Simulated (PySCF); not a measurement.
# `C=N/N=C(\C)CC`: 4 charge schemes on one density

C₅H₁₀N₂.
Geometry (GFN2-xTB, Å), atoms numbered from 1 in this order:
```
atom  x, y, z in Å
C1     3.2110   -0.2070   -0.4652
N2     2.0459   -0.0324   -0.9184
N3     1.0440    0.5436   -0.3520
C4     0.0472    0.0713    0.2670
C5    -0.1001   -1.3740    0.6535
C6    -1.0710    1.0122    0.6118
C7    -2.3101    0.7604   -0.2496
H8     3.9591   -0.5725   -1.1482
H9     3.5076   -0.0065    0.5631
H10   -0.3585   -1.4586    1.7079
H11   -0.8941   -1.8401    0.0714
H12    0.8256   -1.9149    0.4664
H13   -0.7252    2.0346    0.4554
H14   -1.3341    0.8906    1.6654
H15   -2.0584    0.8483   -1.3037
H16   -2.7142   -0.2330   -0.0703
H17   -3.0817    1.4900   -0.0159
```

Density: PBE0/pcSseg-1 (PySCF); schemes: Mulliken, IAO, Hirshfeld and ESP-fitted. Geometry: GFN2-xTB, one conformer, isolated molecule. GFN2-xTB frequencies show an imaginary mode (30i cm⁻¹), so this geometry is no minimum at that level.

Q: For which atoms does the sign change between the 4 schemes (beyond +0.03 e in one, beyond −0.03 e in another)?

A: C4 and C6.

Q: Do the Mulliken, IAO, Hirshfeld and ESP-fitted schemes agree on where the charge is lowest?

A: The schemes don't all agree: Mulliken C7 (-0.287); IAO C5 (-0.458); Hirshfeld C5 (-0.123); ESP-fitted C5 (-0.390).

Q: Tabulate the Mulliken, IAO, Hirshfeld and ESP-fitted charges.

A: In e:

```
atom               environment  Mulliken     IAO  Hirshfeld  ESP-fitted
  C1                C=N carbon    -0.033  -0.205     -0.039      -0.025
  N2              C=N nitrogen    -0.207  -0.108     -0.079      -0.217
  N3              C=N nitrogen    -0.230  -0.140     -0.084      -0.258
  C4                C=N carbon    -0.060  +0.132     +0.079      +0.309
  C5             methyl carbon    -0.196  -0.458     -0.123      -0.390
  C6          chain CH2 carbon    -0.198  -0.264     -0.072      +0.042
  C7             methyl carbon    -0.287  -0.416     -0.115      -0.122
  H8  hydrogen on a C=N carbon    +0.120  +0.160     +0.051      +0.090
  H9  hydrogen on a C=N carbon    +0.092  +0.120     +0.040      +0.102
 H10           methyl hydrogen    +0.129  +0.154     +0.049      +0.108
 H11           methyl hydrogen    +0.137  +0.155     +0.050      +0.129
 H12           methyl hydrogen    +0.131  +0.157     +0.039      +0.126
 H13        methylene hydrogen    +0.131  +0.154     +0.041      -0.008
 H14        methylene hydrogen    +0.119  +0.135     +0.040      +0.008
 H15           methyl hydrogen    +0.123  +0.146     +0.041      +0.042
 H16           methyl hydrogen    +0.110  +0.134     +0.038      +0.023
 H17           methyl hydrogen    +0.120  +0.145     +0.044      +0.041
```

Mean size of the charges over all atoms: IAO 0.187 e, Mulliken 0.142 e, ESP-fitted 0.120 e, Hirshfeld 0.060 e. Each set sums to the total charge, 0, to within 0.001 e. The IAO scheme projects the occupied orbitals on a minimal set of polarised atomic orbitals and counts the electrons in each atom's part of it. The ESP scheme is a least-squares fit of atom-centred charges to the potential on four shells outside the van der Waals surface, with the total charge fixed.

Q: How many electrons does the IAO scheme count on C4?

A: Z − q = 6 − (+0.132) = 5.868.

Q: How closely do the schemes follow one another over all atoms?

A: Correlation coefficient and root-mean-square difference: IAO with Hirshfeld 0.96, 0.150 e; Mulliken with Hirshfeld 0.90, 0.100 e; Mulliken with IAO 0.89, 0.103 e; Hirshfeld with ESP-fitted 0.85, 0.112 e; IAO with ESP-fitted 0.73, 0.146 e; Mulliken with ESP-fitted 0.63, 0.136 e.
